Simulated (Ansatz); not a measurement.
Be5Se4⁺. The state is a doublet with charge 1. Geometry r2SCAN-D4/def2-SVP; atoms count from 1.

```xyz
9

Be   -0.2706    1.7658   -1.7733
Be   -1.1645   -1.1205   -1.2950
Be    1.0778    1.8853    0.5952
Be    1.1739    0.2810    1.9089
Be   -0.0739   -2.0984    1.3912
Se   -1.3650    0.3208   -2.7220
Se    0.7867    3.2662   -0.9168
Se    1.0535   -1.4944    2.9620
Se   -1.2180   -2.8058   -0.1502
```

Another isomer (doublet) lies 2.12 eV lower at PBE0-D4/def2-TZVP; other spin states weren't run for this one.

Q: Estimate the Mulliken populations from the PBE0/def2-TZVP orbitals of Ansatz.

A: 
```csv
atom,charge (e),spin (α − β)
Be1,0.03,-0.04
Be2,0.06,-0.06
Be3,0.13,-0.01
Be4,0.13,-0.01
Be5,0.03,-0.04
Se6,0.19,0.35
Se7,0.13,0.24
Se8,0.13,0.24
Se9,0.19,0.35
```
Mulliken values and Mayer orders depend strongly on the basis.

Q: Where does the spin sit?

A: Summed by element: Be -0.16, Se 1.16, of 1 unpaired in all. Largest on single atoms: Se9 0.35, Se6 0.35, Se8 0.24.

Q: And the Mayer bond orders between bonded heavy atoms (over 0.3)?

A: Be1–Se6 1.16 (2.05 Å); Be1–Se7 1.30 (2.03 Å); Be2–Se6 1.22 (2.04 Å); Be2–Se9 1.22 (2.04 Å); Be3–Be4 0.86 (2.08 Å); Be3–Se7 1.16 (2.07 Å); Be4–Se8 1.16 (2.07 Å); Be5–Se8 1.30 (2.03 Å); Be5–Se9 1.17 (2.05 Å).
